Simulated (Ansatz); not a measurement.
`[CH3][Al]([F])[SH]` + H₂O → `[OH][Al]([F])[SH]` + CH₄ at 298.15 K and 1 bar (formal hydrolysis of the Al–C bond).

Gas-phase electronic energies from Ansatz, PBE0-D4/def2-TZVP geometries. CCSD(T)/CBS adds triple-zeta CCSD(T) − MP2 to the extrapolated MP2 energy (def2 sets, frozen cores). This one scheme is used for every species. One conformer a species, not always the lowest.

```json
{"species": "`[CH3][Al]([F])[SH]`", "CCSD(T)/CBS energy (Eh)": "-780.18144", "H − E (kJ/mol)": "145.8", "S (J/(mol·K))": "347.6"}
{"species": "H₂O", "CCSD(T)/CBS energy (Eh)": "-76.37941", "H − E (kJ/mol)": "66.4", "S (J/(mol·K))": "188.7"}
{"species": "`[OH][Al]([F])[SH]`", "CCSD(T)/CBS energy (Eh)": "-816.14836", "H − E (kJ/mol)": "86.3", "S (J/(mol·K))": "323.5"}
{"species": "CH₄", "CCSD(T)/CBS energy (Eh)": "-40.46206", "H − E (kJ/mol)": "127.4", "S (J/(mol·K))": "186.2"}
```

H − E and S are ideal-gas, rigid-rotor, harmonic terms from PBE0-D4/def2-TZVP, for one conformer and one mirror image of each species. 1 Eh = 2625.50 kJ/mol, R = 8.31446 J/(mol·K).

Task: By hand: ΔE, ΔH, ΔS and ΔG.

Result: ΔE = (-816.14836) + (-40.46206) − (-780.18144) − (-76.37941) = -0.04957 Eh = -130.1 kJ/mol. Δ(H − E) = 86.3 + 127.4 − 145.8 − 66.4 = 1.5, so ΔH = -128.6 kJ/mol. ΔS = 323.5 + 186.2 − 347.6 − 188.7 = -26.6 J/(mol·K). ΔG = -128.6 − 298.15 × (-26.6)/1000 = -120.7 kJ/mol.

Task: By hand: the equilibrium constant, and the temperature at which ΔG would vanish if ΔH and ΔS stayed fixed.

Result: log₁₀ K = −ΔG/(RT ln 10) = 21.1. ΔG = 0 at ΔH/ΔS = 4835 K, far beyond where these terms or the molecules hold.

ΔH outweighs TΔS. A doubt of 5 kJ/mol in ΔE shifts log₁₀ K by 0.9 here. Other conformers and mirror images would add mixing entropy, several J/(mol·K) or more a flexible species. Modes under 60 cm⁻¹, often nearly free rotors, make the harmonic entropy too high. These are equilibria of isolated gas molecules and say nothing of rates. Largest T1 diagnostic: 0.012 (customary marks: 0.02 for closed shells, 0.045 for open ones).
